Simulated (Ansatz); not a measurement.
Two isomers of C2H6F2Si2: A = `FC1(F)C[SiH]1[SiH3]`, B = `F[Si@H]1C[Si@H](F)C1`.

Computed with Ansatz on PBE0-D4/def2-TZVP structures; ΔE is electronic, products minus reactants. CCSD(T)/CBS is the MP2 limit (def2-TZVPP, def2-QZVPP) plus CCSD(T) − MP2 in def2-TZVPP, frozen cores. DFT in def2-TZVPP. B3LYP here is the variant with VWN-RPA as its local correlation; programs differ in this.

Q: Which isomer does CCSD(T)/CBS put lower? Give the gap. (Best estimate.)

A: Ansatz gave: B, by 582.9 kJ/mol.

Q: Give E(B) − E(A) in kJ/mol with PBE0-D4, MP2/def2-TZVPP, CCSD(T)/def2-TZVPP, r2SCAN-D4, PBE-D4, CCSD/def2-TZVPP, B3LYP. (Best estimate.)

A: Computed: PBE0-D4 -545.9, MP2/def2-TZVPP -601.7, CCSD(T)/def2-TZVPP -570.3, r2SCAN-D4 -557.2, PBE-D4 -520.0, CCSD/def2-TZVPP -576.8, B3LYP -549.6. None reverses the order clearly.

Largest T1 diagnostic: 0.014.

From PBE to PBE0 (25 % exact exchange), in def2-TZVPP and without D4, E(B) − E(A) moves by −26.4 kJ/mol. The D4 term adds −4.4 kJ/mol with B3LYP and −2.1 kJ/mol with PBE0; it sums over pairs of atoms, weighted by their polarisabilities, and B3LYP, whose exchange is more repulsive, gets the larger term.
